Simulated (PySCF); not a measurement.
Calculated properties of `C[CH+]/C=C\C(Cl)Cl`

Species: C5H7Cl2 (charge +1).
Structure used (GFN2-xTB), in Å, numbered top down from 1:
```xyz
14
C5H7Cl2 angstrom
C      2.408    0.026   -0.024
C      0.976   -0.037   -0.235
C      0.047    0.212    0.747
C     -1.333    0.230    0.582
C     -2.102   -0.063   -0.637
Cl    -3.618    0.791   -0.841
Cl    -2.331   -1.753    0.062
H      2.684    0.303    0.989
H      2.857    0.719   -0.743
H      2.860   -0.938   -0.282
H      0.645   -0.292   -1.235
H      0.415    0.427    1.743
H     -1.936    0.522    1.436
H     -1.573   -0.147   -1.585
```

Some functional groups and rings: C=C double bond and C–Cl bond.

**GFN2-xTB geometry**

```
Point group of the GFN2-xTB geometry                  : C1
Rotational constants A, B, C of the GFN2-xTB geometry : 3.069, 0.875, 0.744 GHz
```

PBE0/def2-SVPD ground state and vertical TDDFT (core frozen in the response) (PySCF):

```
HOMO energy                                                       : -13.31 eV
LUMO energy                                                       : -8.70 eV
HOMO–LUMO gap                                                     : 4.61 eV
Lowest singlet excitation                                         : 3.66 eV (338 nm, f = 0.013)
Strongest line among the 6 lowest singlet transitions             : S4 at 4.45 eV (278 nm, f = 0.337)
Lowest triplet excitation (Tamm–Dancoff)                          : 2.42 eV
Static isotropic polarisability                                   : 95.1 au
Electronic spatial extent ⟨r²⟩ about the centre of nuclear charge : 1476 bohr²
```

PBE0/pcSseg-1 ground state and GIAO shieldings, non-relativistic (PySCF):

```
Lowest Hirshfeld atomic charge                              : -0.07 e on C1
Highest Hirshfeld atomic charge                             : +0.12 e on C2/Cl7
13C chemical shifts (computed TMS as zero) by class         : 222.6 (C2), 168.5 (C4), 130.1 (C3), 87.6 (C5), 36.9 (C1) ppm
1H chemical shifts (computed TMS as zero) by class          : 9.61 (H11), 7.85 (H13), 7.42 (H12), 7.34 (H14), 3.53 (H8/H9/H10) ppm
Isotropic shieldings of nuclei other than C and H, by class : 571 (Cl6/Cl7) ppm
Mayer bond orders between heavy atoms                       : C1–C2 1.14, C2–C3 1.46, C3–C4 1.43, C4–C5 0.92, C5–Cl6 1.14, C5–Cl7 0.89
```

Monoisotopic mass of the ion (most abundant isotopes, electron mass counted): 136.9919 u.

The vertical singlet–triplet gap S1 − T1 is 1.24 eV (TDDFT singlet less Tamm–Dancoff triplet; S1: HOMO−1→LUMO, weight 0.77; T1: HOMO→LUMO, weight 0.86). S1 lies 0.95 eV below the HOMO–LUMO gap; its leading configuration is HOMO−1→LUMO, weight 0.77. The largest Löwdin shares of the LUMO are 0.32 on C4, 0.27 on C2, 0.15 on Cl7 and 0.09 on C3. With B = h/(8π²I), that is 505.379 GHz u Å² over I, the principal moments of inertia are 164.7, 577.8 and 679.4 u Å² (most abundant isotopes). The principal polarisabilities are 67.8, 77.0 and 140.4 au; their mean is the isotropic value. No computed singlet falls in the visible range (750 to 380 nm, 1.65 to 3.26 eV); S1 lies 0.40 eV above its blue end.

The structure is a single GFN2-xTB conformer in the gas phase; no vibrational or solvent corrections. The shieldings hold no spin–orbit term; for a carbon that bears several chlorines this term is known to matter. NMR classes are plain means over equivalent atoms (diastereotopic ones count apart unless rotation or inversion swaps them), as if these changed places fast; in this geometry the members of some classes differ.
